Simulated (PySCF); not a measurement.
A structure optimised at B3LYP-D3(BJ)/def2-SVP, used in a PySCF frequency run:

```
Si
H 1 1.4870
H 1 1.4870 2 110.35
H 1 1.4915 2 110.60 3 122.70
Te 1 2.5303 2 110.17 3 -121.88
I 5 2.7592 1 92.68 2 60.99
```

### Question
Write its SMILES, formula and point group.

### Answer
[SiH3][Te]I, H3ISiTe, Cs

### Question
What are its rotational constants (standard atomic weights)?

### Answer
3.1926, 0.86902, 0.68868 GHz
